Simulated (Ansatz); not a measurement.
Mulliken charges of GeH$_{3}$Se (`[GeH3][Se]`) radical from r2SCAN/def2-TZVPP in Ansatz (PBE0-D4/def2-TZVP geometry).

| atom | x (Å) | y (Å) | z (Å) | charge (e) |
| --- | --- | --- | --- | --- |
| Ge1 | 0.137 | -0.028 | -0.128 | 0.243 |
| Se2 | -1.512 | -0.105 | 1.537 | -0.237 |
| H3 | 0.090 | 1.411 | -0.664 | 0.004 |
| H4 | -0.184 | -1.024 | -1.253 | -0.005 |
| H5 | 1.520 | -0.328 | 0.467 | -0.005 |

**Question.** By hand: the dipole of these point charges (1 e Å = 4.8032 D).

**Answer.** Σ q r = (0.385, 0.030, -0.394) e Å, of length 0.552 e Å = 2.65 D.

**Question.** How does the dipole of the full density compare? (Estimate.)

**Answer.** Computed: (0.177, 0.009, -0.179) e Å, 1.21 D; the point charges give 2.19 times that, at 1° from its direction.

Point charges leave out the atoms' own dipoles, such as those of lone pairs, and Mulliken's split depends on the basis, so the two needn't agree.
